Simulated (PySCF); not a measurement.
**MoBr⁻: energy against distance**

Set-up: basis Mo def2-TZVPPD with ECP28, Br def2-TZVPPD; scalar-relativistic core potentials; PySCF 2.14. Energies in eV from Mo (4d5 5s1) + Br⁻ in their ground configurations at the same level. All curves are PBE0. state 1: ⁷Σ⁺ (septet), unpaired electrons σ ↑↑, π ↑↑, δ ↑↑; state 2: Ms = 2 determinant of mixed spin (⟨S²⟩ near 6.6), unpaired electrons π ↑↑, δ ↑↑, a second solution, started from another occupation; state 3: quintet, unpaired electrons σ ↑, π ↑, δ ↑↑, a mixture of terms (⟨Lz²⟩ = 1.3), a second solution, started from another occupation; state 4: Ms = 1 determinant of mixed spin (⟨S²⟩ near 3.6), unpaired electrons π ↑↓, δ ↑↑, a mixture of terms (⟨Lz²⟩ = 2.1), a second solution, started from another occupation.

```csv
R (Å),state 1,state 2,state 3,state 4
2.316,-0.621,-0.4109,0.6701,0.6097
2.424,-0.907,-0.5904,0.4875,0.4560
2.531,-1.051,-0.6350,0.4273,0.4285
2.612,-1.097,-0.6104,0.4338,0.4611
2.693,-1.106,-0.5531,0.4695,0.5233
2.774,-1.089,-0.4742,0.5246,0.6044
2.881,-1.042,-0.3490,0.6162,0.7292
3.016,-0.960,-0.1783,0.7448,0.8957
3.178,-0.848,0.0266,0.9022,1.0920
3.393,-0.700,0.2785,1.0988,1.3292
```

Question: Put a parabola through the three lowest points of the state 1 curve and estimate Re, k and ωe (reduced mass 43.7 u; 1 eV/Å² = 0.16022 mdyn/Å; ωe = 1302.8·√(k/μ) cm⁻¹).

Answer: Through R = 2.612, 2.693, 2.774 Å the second-order coefficient is 1.98 eV/Å², so Re ≈ 2.681 Å, k ≈ 0.635 mdyn/Å and ωe ≈ 157 cm⁻¹. A polynomial fit of higher order to the unrounded PBE0 energies gives Re = 2.677 Å, k = 0.664 mdyn/Å, ωe = 161 cm⁻¹; anharmonicity and rounding make the difference.

The higher-order fit for each curve: state 1: Re = 2.677 Å, ωe = 161 cm⁻¹, De = 1.11 eV; state 2: Re = 2.525 Å, ωe = 215 cm⁻¹, minimum 0.64 eV below the ground-state fragments; state 3: Re = 2.556 Å, ωe = 189 cm⁻¹, minimum 0.425 eV above the ground-state fragments; state 4: Re = 2.507 Å, ωe = 215 cm⁻¹, minimum 0.426 eV above the ground-state fragments.

The metal atom is held in its measured ground configuration; semilocal functionals can put another filling of s and d lower by some tenths of an eV, and De to that atom would be smaller. ⟨S²⟩ of the unrestricted solution departs from its pure value on part of the curve, where spin states mix. These are scalar-relativistic numbers at best; spin–orbit coupling would shift them, the dissociation energy most. For an ion De counts to the pair picked by the measured ionisation energies or electron affinities, which need not be the lowest pair at this level. The highest Kohn–Sham level is positive in this anion. Much of that is self-interaction error, but it also means that the finite basis helps to hold the extra electron. The state is the lowest single determinant that the PBE0 search found; with open d or f shells the true ground state can be another one.
